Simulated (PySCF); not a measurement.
SeSn, SMILES [Se]=[Sn] (connectivity only; charge and spin as stated), neutral, multiplicity 1. The structure is a stationary point at PBE-D3(BJ)/def2-TZVP. The def2 effective core potentials stand for the cores of Sn; spin–orbit coupling is left out.

Method: PBE-D3(BJ)/def2-TZVP in PySCF.

Harmonic wavenumbers (cm⁻¹): 319. Rotational constants (GHz): 1.920 (linear); symmetry number 1.

Question: Work out the zero-point energy and the ideal-gas rigid-rotor harmonic-oscillator thermochemistry at 298.15 K and 1 atm.

Answer: ZPE = ½ Σ hcν = ½ × 319 cm⁻¹ = 1.91 kJ/mol. H − E(el) = 11.63 kJ/mol. Entropy in J/(mol K): translation 174.68, rotation 75.51, vibration 5.49, total 255.68. G − E(el) = -64.60 kJ/mol. Cp = 35.95 J/(mol K).
